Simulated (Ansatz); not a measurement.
`BSCS` and `SC[S][GeH3]` differ in one atom or group.

Ansatz, PBE0-D4/def2-TZVP geometries, multiplicity 1. Each molecule was computed in one conformer, which needn't be the lowest.

Scalar relativity is left out up to krypton.

```tsv
property	`BSCS`
LUMO energy (ωB97M-V/def2-TZVPP) / eV	0.62
HOMO energy (PBE0/def2-TZVPP) / eV	-7.18
HOMO–LUMO gap (ωB97M-V/def2-TZVPP) / eV	9.98
LUMO energy (PBE0/def2-TZVPP) / eV	-1.31
HOMO–LUMO gap (B3LYP/def2-TZVPP) / eV	5.45
HOMO energy (B3LYP/def2-TZVPP) / eV	-6.94
```

(1) Give the same properties after the change, and the shifts. (An estimate is asked.)

Results:

(1) Ansatz gave: 
```csv
property,`SC[S][GeH3]`,shift
LUMO energy (ωB97M-V/def2-TZVPP) / eV,1.65,1.03
HOMO energy (PBE0/def2-TZVPP) / eV,-6.96,0.22
HOMO–LUMO gap (ωB97M-V/def2-TZVPP) / eV,10.79,0.81
LUMO energy (PBE0/def2-TZVPP) / eV,-0.21,1.10
HOMO–LUMO gap (B3LYP/def2-TZVPP) / eV,6.27,0.82
HOMO energy (B3LYP/def2-TZVPP) / eV,-6.72,0.22
```

With PBE0 the HOMO rises by 0.22 eV and the LUMO rises by 1.10 eV, so the gap widens by about 0.88 eV. PBE moves the HOMO by 0.27 eV and ωB97M-V by 0.21 eV.

B3LYP here is the variant with VWN-RPA as its local correlation; programs differ in this.
